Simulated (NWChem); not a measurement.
SnNH$_{2}$F, singlet; SMILES [NH2][Sn][F]

```xyz
5

Sn     0.3847     0.0018     0.0000
F     -0.9265    -1.4920     0.0000
N     -1.1124     1.4000     0.0000
H     -2.0998     1.1208     0.0000
H     -1.0076     2.4188     0.0000
```
Atoms are numbered in this order, from 1.

All runs: NWChem. Medium grid unless said otherwise, to which SCAN and Minnesota functionals are sensitive. Low-valent species are run as closed-shell singlets; no triplet was tried in these runs. Structure relaxed at the PBE-D3(BJ)/def2-SVP level. def2 effective core potentials on Sn; no spin-orbit coupling. Hybrids' shares of exact exchange are those that their runs print; pure functionals count as 0. The functionals differ in more than this share.

```csv
row,share of exact exchange,orbital gap (eV)
PBE/def2-SVP,0.00,3.49
BLYP/def2-SVP,0.00,3.42
TPSSh/def2-SVP,0.10,withheld
B3LYP/def2-SVP,0.20,4.99
B3PW91/def2-SVP,0.20,5.08
M06-2X/def2-SVP,0.54,7.61
```

**Question.** Fit a straight line of the last column on the one before it, predict the withheld value, and compare with the run.

**Answer.** 
1. Means of the 5 shown rows: x = 0.188, y = 4.918. Slope Σ(x − x̄)(y − ȳ)/Σ(x − x̄)² = 1.500/0.1949 = 7.700; intercept 3.470.
2. The shown rows scatter about the line by 0.041 (root mean square); the largest residual is +0.07, at B3PW91/def2-SVP.
3. At x = 0.10 (TPSSh/def2-SVP; inside the shown range) the line gives 4.24.
4. The run gives 4.39, +0.15 from the line, 3.6 times the scatter.
